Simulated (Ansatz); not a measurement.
```yaml
atoms:
  - { symbol: H, position_ang: [0.9900, 0.0000, 0.0000] }
  - { symbol: H, position_ang: [0.4950, 0.8574, 0.0000] }
  - { symbol: H, position_ang: [-0.4950, 0.8574, 0.0000] }
  - { symbol: H, position_ang: [-0.9900, 0.0000, 0.0000] }
  - { symbol: H, position_ang: [-0.4950, -0.8574, 0.0000] }
  - { symbol: H, position_ang: [0.4950, -0.8574, 0.0000] }
```

Basis set: def2-SVP (spherical functions). All electrons are correlated. Charge 0, multiplicity 1.

Computed with Ansatz (development build ahead of 0.2.0); each method stands on the lowest determinant of its kind that the runs found. Restricted open shells among the atoms or ions are ROHF, correlated in semicanonical orbitals with singles.

Task: Give the atomization energy at this shape (free ground-state atoms in the same class of orbitals less the molecule, no zero-point energy) of singlet H₆ by RHF-MP2, RHF.

Result:

```tsv
method	atomization energy
RHF-MP2	228.56 kcal/mol
RHF	159.57 kcal/mol
```

Caution: stretched shape with no unrestricted run beside it, a lower state can exist. Caution for RHF-MP2: bonds are stretched, where a single reference can fail.
